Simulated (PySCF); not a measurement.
Species: CH5B2ClS2.
Z-matrix (Å and degrees, PBE0-D3(BJ)/def2-SVP geometry), rows numbered from 1:
```
B 
S   1  1.7878
B   2  1.8357  1  107.05
Cl  3  1.7543  2  123.74  1     0.98
S   3  1.7832  2  120.16  1  -179.15
C   5  1.8150  3  104.96  2    -0.13
H   1  1.2009  2  121.88  3    -0.04
H   1  1.2042  2  114.90  3   179.88
H   6  1.0978  5  111.06  3   -62.01
H   6  1.0979  5  111.07  3    60.36
H   6  1.0976  5  106.32  3   179.18
```

Computed, not measured: PBE0-D3(BJ)/def2-SVP geometry optimisation, gas phase in PySCF.

Take the most abundant isotopes and a rigid rotor. The values belong to one conformer with, in the numbering `[BH2:1][S:2][B:3]([Cl:4])[S:5][CH3:6]`, H–B1–S2–B3 0° and 180°, B1–S2–B3–Cl4 1°, S2–B3–S5–C6 0°.

(1) Give the principal moments of inertia and the rotational constants in GHz.

(2) Classify the top.

(3) Is it planar, by Δ = Ic − Ia − Ib?

(4) Give the other two planar moments, Paa and Pbb, and the rms extents of the mass along the axes.

(5) Give the coordinates in the principal-axis frame, origin at the centre of mass.

(6) List the rotational levels J(Ka,Kc) to J = 5 (MHz).

(7) Which types of transition are allowed, and where do some lines up to J = 5 fall?

(8) Estimate the classical rotational partition function at 10 K, 50 K and 200 K.

Answers

(1) Ia = 226.29, Ib = 332.14, Ic = 555.17 u·Å²; 505379 MHz·u·Å²/I gives 2233, 1522 and 910.3 MHz, that is A = 2.2333, B = 1.5216, C = 0.9103 GHz.

(2) An asymmetric top. Ray's parameter κ = (2B − A − C)/(A − C) = -0.076; −1 is the prolate and +1 the oblate limit.

(3) Not planar: Δ = Ic − Ia − Ib = -3.26 u·Å². For a rigid frame Δ = −2 Σ m c², so Σ m c² = 1.63 u·Å² lies off the ab plane, practically all of it from hydrogen. The atom farthest from that plane is 0.91 Å away.

(4) Paa = Σ m a² = (Ib + Ic − Ia)/2 = 330.51 and Pbb = Σ m b² = (Ia + Ic − Ib)/2 = 224.66 u·Å². With the mass M = 137.97 u, the rms extents √(P/M) along a, b and c are 1.55, 1.28, 0.11 Å.

(5) The sense of each axis is arbitrary; atoms in the order of the calculation.
```json
{"atom": "B1", "mass (u)": "11.009", "a (Å)": "-2.487", "b (Å)": "1.297", "c (Å)": "0.014"}
{"atom": "S2", "mass (u)": "31.972", "a (Å)": "-0.705", "b (Å)": "1.433", "c (Å)": "-0.007"}
{"atom": "B3", "mass (u)": "11.009", "a (Å)": "-0.034", "b (Å)": "-0.275", "c (Å)": "-0.001"}
{"atom": "Cl4", "mass (u)": "34.969", "a (Å)": "-1.036", "b (Å)": "-1.716", "c (Å)": "-0.003"}
{"atom": "S5", "mass (u)": "31.972", "a (Å)": "1.729", "b (Å)": "-0.546", "c (Å)": "0.005"}
{"atom": "C6", "mass (u)": "12.000", "a (Å)": "2.457", "b (Å)": "1.117", "c (Å)": "-0.001"}
{"atom": "H7", "mass (u)": "1.008", "a (Å)": "-3.042", "b (Å)": "0.231", "c (Å)": "0.028"}
{"atom": "H8", "mass (u)": "1.008", "a (Å)": "-3.076", "b (Å)": "2.347", "c (Å)": "0.014"}
{"atom": "H9", "mass (u)": "1.008", "a (Å)": "2.178", "b (Å)": "1.667", "c (Å)": "-0.909"}
{"atom": "H10", "mass (u)": "1.008", "a (Å)": "2.150", "b (Å)": "1.686", "c (Å)": "0.886"}
{"atom": "H11", "mass (u)": "1.008", "a (Å)": "3.546", "b (Å)": "0.976", "c (Å)": "0.017"}
```

(6) Above 0(0,0):
J = 1: 1(0,1) 2432, 1(1,1) 3144, 1(1,0) 3755
J = 2: 2(0,2) 7037, 2(1,2) 7396, 2(1,1) 9230, 2(2,1) 11365, 2(2,0) 11624
J = 3: 3(0,3) 13505, 3(1,3) 13636, 3(1,2) 17228, 3(2,2) 18661, 3(2,1) 19748, 3(3,1) 23886, 3(3,0) 23963
J = 4: 4(0,4) 21737, 4(1,4) 21777, 4(1,3) 27421, 4(2,3) 28178, 4(2,2) 30742, 4(3,2) 33979, 4(3,1) 34448, 4(4,1) 40808, 4(4,0) 40826
J = 5: 5(0,5) 31758, 5(1,5) 31768, 5(1,4) 39460, 5(2,4) 39771, 5(2,3) 44340, 5(3,3) 46516, 5(3,2) 47989, 5(4,2) 53534, 5(4,1) 53686, 5(5,1) 62176, 5(5,0) 62180
Those of J = 1 are B + C, A + C and A + B.

(7) The dipole components are |μa| = 1.32 D, |μb| = 1.26 D, |μc| = 0.00 D; the mirror of this Cs structure is the ab plane, so μc vanishes by symmetry and there are no c-type lines. Intensities carry the squares of the components, which stand as 1.00 : 0.91 (a : b). Some of the stronger lines:

```csv
type,branch,"J(Ka,Kc)",MHz,lower level (cm⁻¹)
b,Q,"5(4,1) ← 5(3,2)",5696,1.601
b,Q,"4(3,2) ← 4(2,3)",5801,0.940
b,Q,"4(2,3) ← 4(1,4)",6401,0.726
b,Q,"4(4,1) ← 4(3,2)",6829,1.133
b,Q,"5(2,4) ← 5(1,5)",8003,1.060
b,Q,"5(5,1) ← 5(4,2)",8642,1.786
b,R,"5(0,5) ← 4(1,4)",9980,0.726
a,R,"4(1,3) ← 3(1,2)",10193,0.575
b,R,"5(2,3) ← 4(3,2)",10362,1.133
b,R,"5(2,4) ← 4(1,3)",12350,0.915
a,R,"5(4,1) ← 4(4,0)",12860,1.362
b,R,"5(3,3) ← 4(2,2)",15774,1.025
```

(8) Point group Cs, symmetry number σ = 1; q = (√π/σ)·√((kT/h)³/(ABC)), k/h = 20836.6 MHz/K: 3030 at 10 K, 33900 at 50 K, 271000 at 200 K.

Stationary, but not proved a minimum. Zero-point vibration and centrifugal distortion are left out. A rigid rotor knows nothing of internal rotation, which can split or shift real lines. Quadrupole hyperfine structure (11B, 35Cl) is left out.
